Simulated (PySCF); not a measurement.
**From orbital energies to the Hartree-Fock energy**

System: HGa, singlet, geometry from GFN2-xTB (such geometries of metal compounds can be far from the true shape). Level: HF/6-311G** run with PySCF. Sums are taken with unrounded values, so a last digit can differ.

Occupied orbital energies (Eh, each doubly occupied): -378.83029, -48.17984, -42.50707, -42.50707, -42.50550, -6.40590, -4.49687, -4.49687, -4.49077, -1.20527, -1.20527, -1.19756, -1.19756, -1.19659, -0.48443, -0.29869. One-electron energy -2702.31079 Eh, nuclear repulsion 8.61238 Eh.

Task: Work out the total energy, and say why twice the sum of orbital energies isn't the electronic energy.

Result: Twice the sum of the occupied levels is -1162.41108 Eh. It holds the one-electron energy once and the electron-electron energy twice, since each pair is counted from both sides: 2Σε = E1 + 2 E2. So E2 = (-1162.41108 - (-2702.31079))/2 = 769.94986 Eh, and E = E1 + E2 + E_nuc = -1923.74856 Eh. PySCF's converged energy is -1923.74856 Eh.
